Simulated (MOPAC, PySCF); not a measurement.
Pair of molecules: C2H4 (SMILES C=C) (first 6 atoms) with CH4O (SMILES CO); geometry from B3LYP-D3(BJ)/def2-TZVP, rigid monomers moved along the line of their centres of mass till C1···H12 is 2.80 Å.
(charge 0, multiplicity 1):
```xyz
12

C      0.702     0.208     0.024
C     -0.606     0.027    -0.101
H      1.166     1.167    -0.174
H      1.361    -0.596     0.327
H     -1.069    -0.933     0.095
H     -1.266     0.830    -0.406
C     -0.240    -0.603     4.063
O     -0.372     0.718     3.566
H     -1.016    -1.272     3.673
H     -0.346    -0.552     5.146
H      0.741    -1.036     3.835
H     -0.280     0.688     2.605
```

Counterpoise-corrected where a basis set is named; no monomer relaxation. Rows marked so take none.

Rows in 3-21G, 6-31G*, STO-3G carry no dispersion term and start afresh at each structure (6-31G* with six Cartesian d functions). The state that PM3 reach isn't checked.

The values were computed with MOPAC for PM3 (differences of heats of formation); PySCF for 3-21G rows, 6-31G* rows, STO-3G rows. 

**Question.** One of these levels gives -11.2 kJ/mol for the interaction energy. Name it.
A. HF/STO-3G (no counterpoise)
B. B3LYP/6-31G*
C. PM3
D. HF/3-21G (no counterpoise)

**Answer.** D, HF/3-21G (no counterpoise). The others give -4.2 (PM3), -2.9 (HF/STO-3G (no counterpoise)), -7.5 (B3LYP/6-31G*)
